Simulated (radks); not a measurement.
Problem. The gold ion Au13+ is in [Kr] 4d10 4f14 5s2 5p(1/2: 2, 3/2: 2). Method: Dirac Kohn-Sham, PBE, spin-unpolarised, spherical densities, finite nucleus; Fermi nuclear charge, rms radius of each element as measured or else 0.836 A^(1/3) + 0.57 fm; computed with a radial shooting solver on a logarithmic mesh with Libxc functionals. Sub-shells are occupied by j as written (lower j first in brackets). One electron is removed from 5p1/2, 4f7/2, 4f5/2, 5p3/2 in turn, with full relaxation. Which removal costs least, and what does each cost?

Solution. 5p3/2 292.38 eV; 5p1/2 314.35 eV; 4f7/2 345.76 eV; 4f5/2 349.85 eV. The 5p3/2 electron leaves first.
